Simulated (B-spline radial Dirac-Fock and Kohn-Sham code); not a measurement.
Level of theory: relaxed Dirac-Fock hole states (ΔSCF) with Breit and QED corrections and a finite nucleus; a radial finite-basis atomic code. Free neutral atoms up to Cf, the lines Kα1, Kβ1, Lα1, Lβ1, Lβ2, Lγ1, Lℓ and Mα1 where both subshells are closed (so no Lα of most 3d metals and no Mα of most lanthanides); Na, Y were not searched.

Task: Hg Lα1 is computed at 9987.5 eV. Which of the searched lines of other elements lie within 100 eV and could overlap it in an energy-dispersive spectrum?

Result: Re Lβ1 at 10008.8 eV (+21); W Lβ2 at 9958.2 eV (-29).
